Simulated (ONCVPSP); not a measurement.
# What one change does to a pseudopotential (Pt (Z = 78), ONCV)

* Element: platinum
* Generator: ONCVPSP 4.0.1
* Type: optimised norm-conserving Vanderbilt (ONCV)
* Functional: PBE
* Relativity: scalar-relativistic
* Frozen core: [Kr] 4d10 4f14
* Valence charge: 18
* Reference configuration: 5s2 5p6 5d9 6p1
* Partial waves: 5s: rc 1.45 bohr, ncon 4, nbas 8, qcut 7.6 1/bohr, 2 projectors, debl 1.2 Ha; 5p+6p: rc 2.10 bohr, ncon 3, nbas 7, qcut 7.3 1/bohr, 2 projectors; 5d: rc 2.15 bohr, ncon 3, nbas 8, qcut 8.4 1/bohr, 2 projectors, debl 3.6 Ha
* Local potential: polynomial inside 0.90 bohr (lpopt 5, dvloc0 3 Ha)
* Core correction: polynomial model core, fcfact 0.75

In the s channel the program set the typed energies aside and used -3.817, 0.250 Ha.

All-electron outer shells of the reference configuration (PBE, scalar-relativistic, ld1.x):

```
shell  level (eV)  outermost node (bohr)  outermost maximum (bohr)
   5s     -103.87                   0.49                      0.87
   4f      -72.10                      –                      0.38
   5p      -58.09                   0.53                      0.98
   5d       -8.11                   0.57                      1.26
   6p       -1.84                   1.36                      3.47
```

Change: local potential polynomial inside 1.10 bohr (lpopt 4, dvloc0 0 Ha).

Cutoffs: the cutoffs (Ha) at which the residual kinetic energy of the hardest occupied pseudo-wave falls to 1 and 0.1 mHa per electron; they do not see the model core or the augmentation charge, which bear on the density cutoff. Errors are all-electron minus pseudo energies relative to the spin-unpolarised reference configuration.

Question: Predict the effect on cutoff, ghosts and configuration errors.

Answer: The potential gets neither clearly harder nor softer (24 Ha and 28 Ha → 24 Ha and 28 Ha); the lowest positive-energy flag moves from s at 24.0 eV to s at 283.1 eV; of the 4 tests that both files solve, the error grows in 0 and shrinks in 1 by more than 15 % and 0.3 meV (median size 1.7 → 1.4 meV); the range in which the s phases agree widens (upper end 0.8 → at the end of the scan); neither file shows a bound ghost.

```tsv
quantity	base	changed
cutoff, loose	24 Ha	24 Ha
cutoff, tight	28 Ha	28 Ha
bound ghosts	none	none
GHOST(+) flags under 300 eV	s at 24.0 eV	s at 283.1 eV
error for 5s2 5p6 5d9 6s1 6p0, meV [ΔE -5.05 eV]	+1.3	+0.9
error for 5s2 5p6 5d9 6p0, meV [ΔE 4.15 eV]	-2.0	-2.0
error for 5s2 5p6 5d8 6p0, meV [ΔE 24.11 eV]	-4.9	-4.9
error for 5s2 5p6 5d9 6s0.5 6p0, meV [ΔE -1.36 eV]	+0.3	+0.1
s: phases at 1.48 bohr within 0.05 rad from the reference energy up to (Ha; the scan ends near 5)	0.8	to the end of the scan
p: phases at 2.13 bohr within 0.05 rad from the reference energy up to (Ha; the scan ends near 5)	4.5	to the end of the scan
d: phases at 2.18 bohr within 0.05 rad from the reference energy up to (Ha; the scan ends near 5)	to the end of the scan	to the end of the scan
rms error of d²Exc/dni dnj with the model core, mHa	1.38	1.38
```
